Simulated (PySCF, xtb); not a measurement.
3-ethynylfuran (C₆H₄O), SMILES C#Cc1ccoc1.

Harmonic wavenumbers (cm⁻¹) from GFN2-xTB in xtb 6.7.1 at its own minimum, in rising order: 144, 153, 394, 441, 573, 589, 596, 668, 675, 750, 782, 832, 852, 980, 1040, 1068, 1152, 1209, 1250, 1351, 1485, 1573, 2268, 3169, 3174, 3193, 3400.

**Question.** What does PBE0-D3(BJ)/def2-SVP (PySCF) give at its own minimum? (The exact figures need the calculation; the answer reports its results.)

**Answer.** 168, 175, 476, 532, 580, 631, 658, 666, 717, 758, 826, 890, 902, 996, 1062, 1123, 1248, 1259, 1312, 1417, 1569, 1642, 2248, 3289, 3308, 3313, 3491. Paired by order, the mean absolute difference is 57 cm⁻¹ and the zero-point energies are 48.3 and 50.4 kcal/mol.
